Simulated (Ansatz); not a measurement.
A nudged elastic band was laid between two geometries of BClH2OSe (6 atoms, charge 0, multiplicity 1).

These are results of RKS B3LYP/def2-SVP in Ansatz 0.2.0, not measurements.

```
movable images  : 5
climbing image  : yes
spring          : 5.0 eV/Å²
optimiser       : quadratic models (default)
start path      : through a guess of the saddle point
force threshold : 0.05 eV/Å
iteration limit : 60
end points      : relaxed
```

First end point:

```xyz
6
Properties=species:S:1:pos:R:3
O 0.241 1.811 -0.438
Se 0.614 0.129 -1.068
B 0.035 -0.912 0.439
Cl 0.228 -2.660 0.384
H -0.669 2.006 -0.712
H -0.448 -0.374 1.396
```

Last end point:

```xyz
6
Properties=species:S:1:pos:R:3
O -0.353 2.022 -0.414
Se 0.308 0.229 0.106
B 0.352 -1.709 0.513
Cl 0.085 -3.194 -0.297
H -0.338 2.056 -1.384
H -0.053 0.595 1.476
```

**Question.** What changes between the two ends?

**Answer.** Bonds broken: B3–H6. Bonds formed: Se2–H6.

**Question.** What energy profile does the band end with?

**Answer.** It converged. The highest image is number 5 of 0 to 6, 316.5 kJ/mol above the first end and 23.8 kJ/mol above the last; the last end lies 292.7 kJ/mol above the first. The profile has 2 maxima (images 2, 5) with wells between them (image 3): this band takes more than one step, which may be the mechanism or a detour left from its start path. A structure lower than the first end lies on the path between it and the top, so the climb from that side starts below the end, which may itself be a saddle point or a shallow side well. Neighbouring images differ by up to 2.6 eV, so the band resolves the path poorly. A vibrational analysis at the climbing image gives one clearly imaginary mode, 775i cm⁻¹: a first-order saddle point. The orbitals stay closed-shell, which can raise the energy where a bond breaks towards radicals; this wasn't checked here.

```json
{"image": "0", "path coordinate (Å)": "0.00", "energy (kJ/mol)": "0.0", "B3–H6 (Å)": "1.20", "Se2–H6 (Å)": "2.73"}
{"image": "1", "path coordinate (Å)": "1.21", "energy (kJ/mol)": "53.9", "B3–H6 (Å)": "1.20", "Se2–H6 (Å)": "2.84"}
{"image": "2", "path coordinate (Å)": "2.41", "energy (kJ/mol)": "60.3", "B3–H6 (Å)": "1.20", "Se2–H6 (Å)": "2.70"}
{"image": "3", "path coordinate (Å)": "3.62", "energy (kJ/mol)": "-1.3", "B3–H6 (Å)": "1.20", "Se2–H6 (Å)": "2.64"}
{"image": "4", "path coordinate (Å)": "4.83", "energy (kJ/mol)": "61.1", "B3–H6 (Å)": "1.23", "Se2–H6 (Å)": "2.12"}
{"image": "5", "path coordinate (Å)": "6.03", "energy (kJ/mol)": "316.5", "B3–H6 (Å)": "1.94", "Se2–H6 (Å)": "1.55"}
{"image": "6", "path coordinate (Å)": "7.18", "energy (kJ/mol)": "292.7", "B3–H6 (Å)": "2.53", "Se2–H6 (Å)": "1.46"}
```

**Question.** What is the geometry of the highest image?

**Answer.** 
```xyz
6
Properties=species:S:1:pos:R:3
O 0.106 2.046 -0.750
Se 0.501 0.478 0.376
B 0.445 -1.454 0.510
Cl -0.080 -2.858 -0.326
H -0.609 1.813 -1.364
H -0.362 -0.026 1.554
```

The band took 22 iterations and about 6 core-minutes.

Time of the run: 3.1 min on 2 threads of Arm Neoverse V2, on a shared host, peak memory 0.2 GiB.
